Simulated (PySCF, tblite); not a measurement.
Species: C3H10S2Si2.
SMILES with atom numbers: `[CH3:1][S:2]/[CH:3]=[CH:4]/[SiH2:5][S:6][SiH3:7]` (hydrogens: H8, H9, H10 on C1; H11 on C3; H12 on C4; H13, H14 on Si5; H15, H16, H17 on Si7)

Structure used (GFN2-xTB), in Å, numbered top down from 1:
```
atom  x, y, z in Å
C1     3.568    1.190   -0.872
S2     3.219   -0.551   -0.483
C3     1.496   -0.459   -0.228
C4     0.726   -1.493    0.109
Si5   -1.115   -1.366    0.366
S6    -1.611    0.711    0.031
Si7   -3.715    0.784    0.405
H8     4.629    1.258   -1.089
H9     2.989    1.490   -1.741
H10    3.324    1.809   -0.014
H11    1.082    0.528   -0.369
H12    1.186   -2.463    0.241
H13   -1.882   -2.157   -0.595
H14   -1.522   -1.700    1.731
H15   -4.378   -0.148   -0.499
H16   -4.048    2.171    0.136
H17   -3.954    0.407    1.793
```

Jobs on this species (17 atoms, 88 electrons) with PySCF (density fitting) and tblite. Hardware of each: one thread of an Arm Neoverse V1, no GPU, shared host. Other jobs ran on the host; a repeat could differ by tens of per cent or more.

```
level and settings                                                                        work  basis functions  SCF cycles  wall time
          GFN2-xTB                                               Hessian by finite differences                –           –     0.85 s
   B3LYP/def2-SVPD           8 singlets by full TDDFT, 3 Tamm–Dancoff triplets, polarisability              242           ?          ?
     PBE0/pcSseg-1  shieldings, charges and field gradients, density and orbital grids written              197           ?          ?
          GFN2-xTB                                                           L-BFGS relaxation                –           –      1.3 s
```

Task: Fill in the missing figures.

Result: 
- B3LYP/def2-SVPD; 8 singlets by full TDDFT, 3 Tamm–Dancoff triplets, polarisability: 59 s, 14 SCF cycles
- PBE0/pcSseg-1; shieldings, charges and field gradients, density and orbital grids written: 48 s, 14 SCF cycles

Task: What do all jobs in the table cost together?

Result: About 1.8 min; the longest takes about 54 % of that, and about 69 times as long as the shortest.
